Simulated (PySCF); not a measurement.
C3H8OSi, SMILES [SiH3]C1(CC1)O. The structure is a stationary point at PBE-D3(BJ)/def2-SVP. This is a generated structure with no PubChem entry under its InChIKey; it may be hypothetical. The values are those of a single conformer.

Computed equilibrium geometry at PBE-D3(BJ)/def2-SVP (PySCF confirms it by a frequency run) as Cartesian coordinates in Å (one conformer of several):
```xyz
13

O      0.0290     1.6714     0.0842
C     -0.2034     0.2749     0.0424
Si     1.3528    -0.7479    -0.2948
C     -1.2297    -0.2000     1.0448
C     -1.5787    -0.1901    -0.4221
H      0.2179     1.9520    -0.8314
H      1.0130    -2.2134    -0.3856
H      1.9566    -0.3068    -1.6045
H      2.3734    -0.5381     0.7892
H     -1.0767    -1.1621     1.5591
H     -1.6601     0.5972     1.6708
H     -1.6714    -1.1467    -0.9615
H     -2.2522     0.6082    -0.7722
```
